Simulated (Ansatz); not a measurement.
```yaml
crystal:
  periodic: [false, false, false]
  atoms:
    - {symbol: F, position_ang: [-0.752838, -0.292656, 1.759077]}
    - {symbol: Hf, position_ang: [0.004697, -0.156690, 0.034745]}
    - {symbol: F, position_ang: [1.742752, -0.893408, 0.080809]}
    - {symbol: F, position_ang: [-1.045866, -1.166992, -1.165790]}
    - {symbol: I, position_ang: [0.101156, 2.436048, -0.750241]}
basis:
  gaussian: {orbitals: ANO-RCC-VTZP}
magnetization: {spin_polarized: true, initial_magnetization: 1}
hamiltonian: {xc: {name: BHLYP}, dispersion: d3bj, pseudopotentials: {relativity: none}}
```

```sh
$ ansatz run in.yaml --threads 4 --pin off --events-out ev --progress --plain --max-ram 10444MiB
```

It prints (some lines left out):

```
Error: a molecule whose nuclei and cores have a total charge of 152 cannot have a net charge of 0 together with 1 unpaired electrons
```

In this input the number of unpaired electrons doesn't fit the electron count. The input was rejected before any iteration.
